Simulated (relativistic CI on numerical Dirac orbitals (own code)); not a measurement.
V4+ in a cubic cluster: 2p photoemission with charge transfer

Computed with a charge-transfer multiplet model of a cubic metal-ligand cluster with up to 2 ligand holes, Slater and spin-orbit integrals from Dirac-Coulomb-Breit ions, Slater integrals scaled by 0.7. The ground state mixes d1 with configurations of k ligand holes L, whose averages lie at kΔ + k(k − 1)U_dd/2; a core hole lowers each added d electron by U_cd. 20 K, Lorentzian 0.6 eV and Gaussian 0.8 eV FWHM.

Atomic integrals in eV (Slater integrals scaled, ζ unscaled), ground: F2dd 7.050, F4dd 4.418, zeta_d 0.029; with the core hole: F2dd 7.050, F4dd 4.418, zeta_d 0.047, zeta_core 4.606, F2cd 5.240, G1cd 4.036, G3cd 2.295. Where a configuration has fewer than two d electrons, the dd integrals are those of d2.

Cluster parameters (eV): Δ = 4.2, U_dd = 4.7, U_cd = 5.9, 10Dq(ligand) = 1, V(eg) = 3.65, V(t2g) = -1.56, final-state hopping factor = 0.8.

```
         Case   n_d    d1   d2L  d3L2     S
10Dq = 0.2 eV  1.71  0.40  0.48  0.12  0.50
10Dq = 0.8 eV  1.70  0.41  0.47  0.11  0.50
10Dq = 1.4 eV  1.69  0.42  0.47  0.11  0.50
```

Weights, n_d and S are thermal averages at 20 K. Binding energies count from the first peak over 30 % of the highest in each spectrum, which can be another peak from case to case. The parameters are a model scan and need not match a compound or its usual spin state. Peaks in eV (height, largest 100):
- 10Dq = 0.2 eV: 0.0 (100), 2.9 (10), 7.1 (33), 11.6 (9)
- 10Dq = 0.8 eV: 0.0 (100), 3.3 (9), 7.2 (33), 11.4 (9)
- 10Dq = 1.4 eV: 0.0 (100), 3.8 (8), 7.3 (34), 11.2 (10)

For the case 10Dq = 0.8 eV, Δ = 4.2 eV is smaller than U_dd = 4.7 eV, the charge-transfer side of the Zaanen-Sawatzky-Allen scheme. With the core hole the average of the configuration with one ligand hole lies at Δ − U_cd = -1.7 eV before mixing: the effective hopping of about 6.1 eV (from the holes of the mixed ground state) is comparable with this gap or larger, so the configurations mix strongly.

With at most 2 ligand holes the space is cut while the next configuration still counts, so covalency is underestimated, and a final configuration with one more ligand hole, which can lie low, is missing from the spectra.
